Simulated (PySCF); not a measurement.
Run record: geometry optimisation, `ClCBr`.

Computed with PBE0-D3(BJ)/def2-SVP geometry optimisation, gas phase (PySCF 2.14.0). Start geometry: GFN2-xTB. The input is one job of a driver script: a line of settings, then coordinates in Å.

Input:
```
{"job": {"xc": "PBE0", "basis": "def2-SVP", "d3": "d3bj", "grid": 1, "maxiter": 30, "shake": 0.01, "kind": "geom"}, "charge": 0, "multiplicity": 1}
Cl    -1.334890     1.024610    -0.020020
C     -0.065150    -0.165530     0.000060
Br     1.685540     0.639300    -0.046180
H     -0.100410    -0.734370     0.918770
H     -0.151520    -0.797980    -0.890520
```

Output:
```
step   0  E = -3072.67516083  max force = 0.008950
step   1  E = -3072.67571287  max force = 0.002271
step   2  E = -3072.67573499  max force = 0.000600
step   3  E = -3072.67573561  max force = 0.000277
optimisation converged
```

Energies in Eh; «max force» is the largest Cartesian gradient component in Eh/bohr.

Give the first gradient maximum in eV/Å.

With 1 Eh/bohr = 51.422 eV/Å, 0.460 eV/Å.

How much energy does the optimisation release, in eV?

E(step 0) − E(last step) = 0.000575 Eh, which is 0.016 eV.

Main results: final energy -3072.67574 Eh after 3 steps; dipole 1.60 D.

Give the final coordinates.

0.019 Å rms from the input after alignment:
```
atom  x, y, z in Å
Cl1   -1.5941    0.9285    0.0630
C2    -0.2853   -0.2500    0.0640
Br3    1.4717    0.5429   -0.0395
H4    -0.3271   -0.8248    0.9951
H5    -0.3974   -0.9046   -0.8067
```

Estimate the wall time. Hardware: an Intel Xeon Platinum 8488C with one thread, shared host. And the peak memory of the process?

About 8.2 s, with 0.32 GiB resident at the peak, the Python interpreter and its libraries included.
Labels such as C1 count atoms from 1, the log's own numbers from 0.
